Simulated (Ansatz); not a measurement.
Reactions of CH3Cl2OSc (`C[O][Sc]([Cl])[Cl]`).

Calculated with Ansatz (gas phase, PBE0-D4/def2-TZVP geometries, no zero-point term in ΔE). CCSD(T)/CBS is the MP2 limit (def2-TZVPP, def2-QZVPP) plus CCSD(T) − MP2 in def2-TZVPP, frozen cores. This one scheme is used for every species. Functionals use def2-TZVPP. For Sc, Zn outer-core shells are correlated without core-valence functions, which leaves a few kJ/mol of doubt a bond. Scalar relativity is left out up to krypton. One conformer a species, not always the lowest.

```
                                                                               reaction  RPA@PBE/def2-TZVPP (kcal/mol)  CCSD(T)/CBS(def2) (kcal/mol)
`C[O][Sc]([Cl])[Cl]` + `[OH][Zn][O][SiH3]` → `C[O][Zn][O][SiH3]` + `[OH][Sc]([Cl])[Cl]`                            5.2                           5.6
           `C[O][Sc]([Cl])[Cl]` + `OB(O)[SiH3]` → `C[O][Sc]([OH])[Cl]` + `OB([SiH3])Cl`                           16.2                          16.0
                                `C[O][Sc]([Cl])[Cl]` + H₂O → `C[O][Sc]([OH])[Cl]` + HCl                            9.8                          11.1
`C[O][Sc]([Cl])[Cl]` + `[OH][Al]([F])[Cl]` → `[OH][Sc]([Cl])[Cl]` + `C[O][Al]([F])[Cl]`                            3.6                           3.9
     `C[O][Sc]([Cl])[Cl]` + `[CH3][AlH][SH]` → `C[CH2][AlH][SH]` + `[OH][Sc]([Cl])[Cl]`                           -5.5                          -6.8
```

Largest T1 diagnostic: 0.016, for `[OH][Zn][O][SiH3]`.
